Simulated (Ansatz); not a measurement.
H$_{4}$OSSn (`[OH][SnH2][SH]`). Charge 0, multiplicity 1. Sn takes the def2 core potential.

Z-matrix (Å, degrees):
```
Sn
S 1 2.398
O 1 1.964 2 108.5
H 1 1.698 2 112.7 3 113.4
H 1 1.704 2 105.9 3 -118.3
H 2 1.344 1 93.3 3 -67.0
H 3 0.960 1 112.7 2 -46.3
```

Question: List the harmonic frequencies (cm⁻¹, unscaled) at PBE0-D4/def2-TZVP in Ansatz. (An estimate is asked.)

Answer: The calculation gave: 126, 154, 226, 359, 389, 518, 608, 638, 682, 719, 864, 1956, 1983, 2713, 3889.

Question: Is this a minimum?

Answer: Yes, all 15 modes are real.

Question: Give the ideal-gas thermochemistry at 298.15 K and 1 bar (rigid rotor, harmonic oscillator; point group C1, symmetry number 1).

Answer: Zero-point energy 94.6 kJ/mol; H(298) − E = 113.3 kJ/mol; entropy 332.2 J/(mol·K), of which translation 173.0, rotation 109.5, vibration 49.8; G(298) − E = 14.2 kJ/mol.

Question: Rotational constants (cm⁻¹)?

Answer: 0.3023, 0.0918, 0.07419.
